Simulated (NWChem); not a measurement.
CH₄BeSe; SMILES [CH3][Be][SeH]

```xyz
7

Be     0.0086    -1.1513     0.0004
C      0.0176    -2.8253     0.0007
H     -0.6949    -3.2462    -0.7307
H     -0.2426    -3.2485     0.9867
H      1.0128    -3.2256    -0.2652
Se     0.0360     0.8929     0.0001
H     -1.4379     0.9174     0.0001
```
Atoms are numbered in this order, from 1.

Computed with NWChem. Geometry: optimised at PBE0/def2-SVP. Ions are spin-unrestricted doublets at the neutral geometry; other ion states weren't tried.

For level PBE0/def2-SVP:

```
Property       Value
-------------  -----
−ε(HOMO) (eV)   7.09
```

Question: How do the values read with level PBE/def2-SVP instead?

Answer: The −ε(HOMO) (eV) comes out as 5.94.
